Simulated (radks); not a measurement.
Spherical jellium clusters: N electrons in a uniform positive sphere of charge N and radius rs N^(1/3), rs = 3.98 bohr. Method: non-relativistic Kohn-Sham, exchange-only LDA, spin-polarised, spherical densities; computed with a radial shooting solver with Libxc functionals. Levels are named by radial order and angular momentum (1s, 1p, 1d, 2s, ...), and open shells are averaged over m.

N = 24, configuration 1s2 1p6 1d10 2s2 1f(up 4, down 0). This is the lowest configuration that the search found. Occupied and some empty levels:

level    occupation  eigenvalue (eV)  <r> (bohr)
1s up             1          -4.5270       7.432
1s down           1          -4.3567       6.654
1p up             3          -3.8919       8.555
1p down           3          -3.5617       8.089
1d up             5          -3.0419       9.383
1d down           5          -2.6103       9.124
2s up             1          -2.4663       7.567
2s down           1          -2.2804       7.812
1f up             4          -2.0265       10.14
1f down           0          -1.5374       10.06
2p up             0          -1.3454       9.596
2p down           0          -1.1264       9.649
1g up             0         -0.89559       11.00
2d up             0         -0.39358       12.79
1g down           0         -0.39178       11.18
2d down           0         -0.16533       13.73

Energy (eV): total -25.1252, kinetic 41.692, external -1612.4, Hartree 794.68, exchange-correlation -68.249, background 819.16.

Electron density:

r (bohr)  n(r) (e/bohr^3)
0.834            0.004985
1.76             0.004593
2.69             0.004087
3.62             0.003668
4.55             0.003497
5.48             0.003620
6.41             0.003933
7.34             0.004206
8.27             0.004177
9.20             0.003680
10.1             0.002773
11.1             0.001759
12.0            0.0009586
12.9            0.0004665
13.8            0.0002122
14.8           0.00009263
15.7           0.00003938
16.6           0.00001649
17.6            6.843e-06
18.5            2.829e-06
